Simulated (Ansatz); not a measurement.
Reaction (formal exchange of groups at the Si–Si bond): `O[SiH](F)[SiH3]` + `BC[SiH2]Cl` → `BC([SiH3])[SiH2]Cl` + `O[SiH2]F`

Computed with Ansatz on PBE0-D4/def2-TZVP structures; ΔE is electronic, products minus reactants. CCSD(T)/CBS adds triple-zeta CCSD(T) − MP2 to the extrapolated MP2 energy (def2 sets, frozen cores). DFT in def2-TZVPP. B3LYP here is the variant with VWN-RPA as its local correlation; programs differ in this. One conformer a species, not always the lowest.

`O[SiH](F)[SiH3]`:

```xyz
9

O    -0.442    0.204   -1.851
Si   -0.723   -0.390   -0.352
F    -0.689   -1.992   -0.378
Si    0.995    0.398    1.025
H    -1.120    0.110   -2.521
H    -2.098   -0.040    0.098
H     0.838   -0.168    2.392
H     0.922    1.881    1.109
H     2.318   -0.002    0.478
```

`BC[SiH2]Cl`:

Cartesian coordinates in Å:
```
B 0.644 -1.290 -0.720
C 0.750 -0.058 0.194
Si -0.914 0.805 0.289
Cl -0.735 2.449 1.515
H 0.828 -1.194 -1.899
H 0.320 -2.354 -0.275
H 1.427 0.717 -0.180
H 0.982 -0.295 1.237
H -1.951 -0.073 0.877
H -1.350 1.292 -1.040
```

`BC([SiH3])[SiH2]Cl`:

Z-matrix (Å, degrees):
```
C
Si 1 1.898
Si 1 1.858 2 106.0
B 1 1.536 2 101.4 3 119.8
H 1 1.093 2 108.0 3 -119.2
H 2 1.487 1 109.9 3 -25.1
H 2 1.488 1 111.0 3 -144.9
H 2 1.484 1 108.9 3 95.3
Cl 3 2.061 1 110.0 2 -175.6
H 3 1.484 1 111.5 2 -57.4
H 3 1.480 1 110.1 2 65.5
H 4 1.200 1 119.5 2 -67.7
H 4 1.196 1 121.6 2 109.1
```

`O[SiH2]F`:

```xyz
6

O     0.979    0.726   -0.364
Si   -0.384   -0.090   -0.001
F    -0.632   -0.112    1.575
H     1.828    0.332   -0.157
H    -1.491    0.651   -0.632
H    -0.300   -1.508   -0.421
```

Is it downhill or uphill in electronic energy at CCSD(T)/CBS, and by how much? (An estimate is asked.)

Ansatz gave: Downhill: ΔE = -0.30 eV.

What do these levels give: PBE-D4, r2SCAN-D4, B3LYP-D4, ωB97X-V, B2PLYP, PBE, B3LYP, HF/def2-TZVPP, SCS-MP2/def2-TZVPP, CCSD/def2-TZVPP, CCSD(T)/def2-TZVPP, HF/def2-QZVPP? (Best estimate.)

Computed: PBE-D4 -0.15, r2SCAN-D4 -0.23, B3LYP-D4 -0.22, ωB97X-V -0.23, B2PLYP -0.24, PBE -0.10, B3LYP -0.13, HF/def2-TZVPP -0.22, SCS-MP2/def2-TZVPP -0.37, CCSD/def2-TZVPP -0.29, CCSD(T)/def2-TZVPP -0.31, HF/def2-QZVPP -0.22 eV.

Largest T1 diagnostic among the species: 0.013.

The D4 term adds −0.08 eV with B3LYP and −0.04 eV with PBE0; it sums over pairs of atoms, weighted by their polarisabilities, and B3LYP, whose exchange is more repulsive, gets the larger term. In def2-TZVPP, CCSD(T) changes the Hartree–Fock value by −0.09 eV (the triples alone add −0.02 eV) and MP2 by −0.19 eV.
